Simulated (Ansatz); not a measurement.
Energy differences in WO (charge +1)

Calculated in Ansatz's Gaussian-basis code. Basis cc-pwCVTZ-PP on W, cc-pVTZ on O, scalar-relativistic core potentials (60 electrons on W), no spin–orbit coupling, 1 orbital frozen in the corrections; active space CAS(9,9), shells under the valence barred from it. Restricted Hartree–Fock, then the lowest state-specific CASSCF solution met for each case. Coupled cluster stands on the determinant that it favours, not always the lowest RHF. Single-reference values can break down or jump between states where bonds are stretched. Solutions in different active orbitals can move differences by tenths of an eV and at times more than 1 eV.

Case A, doublet: bond length 1.6580 Å.

Case B, quartet: the shape of A.

Energy less that of case A, in eV:

```json
{"case": "B", "RHF/ROHF": "-1.896", "CASSCF": "-1.460", "CCSD(T)": "-1.319"}
```

Question: Give the SC-NEVPT2 energies against case A.

Answer: B: -1.127 eV (-26.0 kcal/mol).

Question: Which case is lowest, and do the methods agree?

Answer: B is lowest in SC-NEVPT2. Of the methods shown, RHF/ROHF, CASSCF, CCSD(T) agree.
